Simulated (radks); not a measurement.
Q: The mean radii <r> (bohr) of the occupied orbitals of an atom or ion are listed with their occupations. Calculated with a radial shooting solver on a logarithmic mesh with Libxc functionals: scalar-relativistic Kohn-Sham, PBE, spin-unpolarised, spherical densities, finite nucleus; Fermi nuclear charge, rms radius of each element as measured or else 0.836 A^(1/3) + 0.57 fm.

| orbital | occ. | <r> |
|---|---|---|
| 1s | 2 | 0.03609 |
| 2s | 2 | 0.1580 |
| 2p | 6 | 0.1377 |
| 3s | 2 | 0.4431 |
| 3p | 6 | 0.4457 |
| 3d | 10 | 0.4328 |
| 4s | 2 | 1.147 |
| 4p | 6 | 1.272 |
| 4d | 2 | 1.713 |

Name the element and its charge.

A: Z = 41, niobium, charge +3: Nb3+ in [Kr] 4d2. The 1s radius gives Z: for a bare nucleus <r> = (2 gamma + 1)/(2Z) with gamma = sqrt(1 - (Z/c)^2), 0.03547 bohr for Z = 41, and screening makes it slightly larger (0.03609 here). The occupations add up to 38, and the charge is Z minus that.
